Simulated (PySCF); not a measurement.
# Dipole moment and polarisability of `C=C(OC)[Se]C`

C₄H₈OSe.
SMILES with atom numbers: `[CH2:1]=[C:2]([O:3][CH3:4])[Se:5][CH3:6]` (hydrogens: H7, H8 on C1; H9, H10, H11 on C4; H12, H13, H14 on C6)

Structure used (PBE0-D3(BJ)/def2-SVP), in Å, numbered top down from 1:
```
atom  x, y, z in Å
C1    -0.5209    1.6118   -1.2333
C2     0.2092    1.0228   -0.2733
O3    -0.2304    0.1569    0.6547
C4    -1.5728   -0.2501    0.5856
Se5    2.0558    1.4350   -0.0461
C6     2.6636   -0.3508    0.4162
H7    -1.6025    1.4848   -1.3033
H8    -0.0314    2.2561   -1.9629
H9    -1.7154   -1.0017    1.3719
H10   -2.2585    0.5961    0.7646
H11   -1.8065   -0.6947   -0.3974
H12    2.1140   -0.7115    1.2936
H13    2.5309   -1.0368   -0.4304
H14    3.7322   -0.2636    0.6547
```

Level: CAM-B3LYP/def2-SVPD (PySCF), static field, nuclei fixed, core orbitals frozen in the response. The polarisability tensor in these axes (au):

```
x    98.59  -2.23   7.57
y    -2.23  78.72 -10.89
z     7.57 -10.89  74.79
```

What are the eigenvalues, a third of the trace, and Δα (Δα² = ½Σ(αi − αj)² over the three pairs)?

Principal values 65.08, 84.89 and 102.13 au; mean 84.03 au = 12.45 Å³ = 13.86 × 10⁻⁴⁰ C²·m²/J; Δα = 32.11 au (38 % of the mean).

What is the dipole moment, and where does it point?

(-1.28, -1.62, 0.14) D, 2.07 D in size, pointing from the negative to the positive side. Measured along this direction, the outermost atoms are Se5 at the negative end and H9 at the positive end.

What depolarisation ratio follows for Rayleigh scattering of linearly polarised light, taking the static tensor?

ρ = 3Δα²/(45ᾱ² + 4Δα²) = 3093.9/(317767 + 4125.1) = 0.00961.

What molar refraction does this α imply?

Lorentz–Lorenz: R = (4π/3)N_A α = 2.5225 cm³/(mol·Å³) × 12.45 Å³ = 31.4 cm³/mol, in the limit of long wavelengths.

Find the Langevin capture rate constant for H3O+ (19.018 u) meeting this molecule (151.974 u), k = 2.342 × 10⁻⁹ cm³/s × √(α in Å³ / reduced mass in u).

The reduced mass is 16.90 u, so k = 2.01 × 10⁻⁹ cm³/s. The formula leaves out the permanent dipole, which adds to the capture rate.

Give the eigenvalues of the traceless quadrupole moment Θ = ½Σq(3rr − r²1), origin at the centre of nuclear charge.

-7.20, -0.89, 8.09 D·Å. The values depend on the origin, since the dipole doesn't vanish. The electronic extent ⟨r²⟩ about the same centre is 986 bohr², a root-mean-square distance of 1.93 Å for the 74 electrons.

What would n − 1 = 2πNα be for an ideal gas of these molecules at 298.15 K and 1 atm, electronic part alone?

N = p/kT = 2.4615 × 10¹⁹ cm⁻³, so n − 1 = 2π × N × 12.45 × 10⁻²⁴ cm³ = 1926 × 10⁻⁶ at long wavelengths, for an ideal gas.

One conformer (not necessarily the lowest) at the PBE0-D3(BJ)/def2-SVP geometry, without solvent, vibrations or thermal averaging. The calculation is non-relativistic, for selenium too.
